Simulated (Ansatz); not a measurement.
Reaction (formal loss of a carbene): `C[O][Sn][NH2]` → `[CH2]` (triplet) + `[NH2][Sn][OH]`

Calculated with Ansatz (gas phase, PBE0-D4/def2-TZVP geometries, no zero-point term in ΔE). CCSD(T)/CBS adds triple-zeta CCSD(T) − MP2 to the extrapolated MP2 energy (def2 sets, frozen cores). This one scheme is used for every species. DFT in def2-TZVPP. B3LYP here is the variant with VWN-RPA as its local correlation; programs differ in this. HSE06 is defined as in plane-wave codes. Triplets are unrestricted, without spin–orbit coupling. Elements past krypton have def2 core potentials. For Sn outer-core shells are correlated without core-valence functions, which leaves a few kJ/mol of doubt a bond. Each species was taken in one conformer, which may not be the lowest.

`C[O][Sn][NH2]`:

Cartesian coordinates in Å:
```
C -0.889 -0.859 0.595
O -1.250 -0.440 -0.688
Sn -0.220 0.793 -1.853
N 1.297 1.094 -0.554
H 0.066 -1.404 0.606
H -1.658 -1.536 0.981
H -0.804 -0.021 1.302
H 1.374 0.682 0.363
H 2.085 1.690 -0.752
```

`[CH2]` (triplet):

Cartesian coordinates in Å:
```
C 0.075 0.226 -0.140
H 0.873 -0.167 0.470
H -0.948 -0.058 -0.331
```

`[NH2][Sn][OH]`:

Z-matrix (Å, degrees):
```
N
Sn 1 2.022
H 1 1.010 2 126.2
H 1 1.009 2 123.1 3 -180.0
O 2 1.984 1 96.6 3 -0.1
H 5 0.960 2 116.5 1 -0.1
```

| level | ΔE (kJ/mol) | difference from CCSD(T)/CBS |
| --- | --- | --- |
| LDA (SPW92) | 456.9 | 76.7 |
| PBE-D4 | 390.9 | 10.7 |
| revPBE-D4 | 378.7 | -1.5 |
| BLYP-D4 | 382.8 | 2.6 |
| B97M-V | 384.7 | 4.5 |
| PBE0-D4 | 379.6 | -0.6 |
| B3LYP-D4 | 380.3 | 0.1 |
| r2SCANh-D4 | 358.3 | -21.9 |
| r2SCAN0-D4 | 354.8 | -25.4 |
| ωB97X-V | 394.4 | 14.2 |
| ωB97M-V | 383.6 | 3.4 |
| B2PLYP | 373.8 | -6.4 |
| PBE-QIDH | 375.3 | -4.9 |
| PBE | 383.7 | 3.5 |
| revPBE | 358.0 | -22.2 |
| BLYP | 367.4 | -12.8 |
| r2SCAN | 359.1 | -21.1 |
| B3LYP | 368.9 | -11.3 |
| r2SCANh | 356.3 | -23.9 |
| r2SCAN0 | 352.6 | -27.6 |
| HSE06 | 374.2 | -6.0 |
| BHLYP | 358.8 | -21.4 |
| CAM-B3LYP | 376.9 | -3.3 |
| LC-ωPBE | 367.7 | -12.5 |
| RPA@PBE/def2-TZVPP | 369.5 | -10.7 |
| HF/def2-SVP | 257.8 | -122.4 |
| MP2/def2-SVP | 380.4 | 0.2 |
| CCSD/def2-SVP | 368.4 | -11.8 |
| CCSD(T)/def2-SVP | 377.4 | -2.8 |
| HF/def2-TZVPP | 239.3 | -140.9 |
| MP2/def2-TZVPP | 379.1 | -1.1 |
| SCS-MP2/def2-TZVPP | 383.4 | 3.2 |
| CCSD/def2-TZVPP | 359.6 | -20.6 |
| CCSD(T)/def2-TZVPP | 371.3 | -8.9 |
| HF/def2-QZVPP | 239.5 | -140.7 |
| MP2/def2-QZVPP | 384.3 | 4.1 |
| SCS-MP2/def2-QZVPP | 389.8 | 9.6 |
| HF/CBS(def2) | 239.5 | -140.7 |
| MP2/CBS(def2) | 388.1 | 7.9 |
| CCSD/CBS(def2) | 368.5 | -11.7 |
| CCSD(T)/CBS | 380.2 | 0 |

Largest T1 diagnostic among the species: 0.017.

The D4 term adds +11.5 kJ/mol with B3LYP and +6.2 kJ/mol with PBE0; it sums over pairs of atoms, weighted by their polarisabilities, and B3LYP, whose exchange is more repulsive, gets the larger term. From r2SCAN to r2SCAN0 (25 % exact exchange), in def2-TZVPP and without D4, ΔE moves by −6.5 kJ/mol. In def2-TZVPP, CCSD(T) changes the Hartree–Fock value by +131.9 kJ/mol (the triples alone add +11.7 kJ/mol) and MP2 by +139.8 kJ/mol.
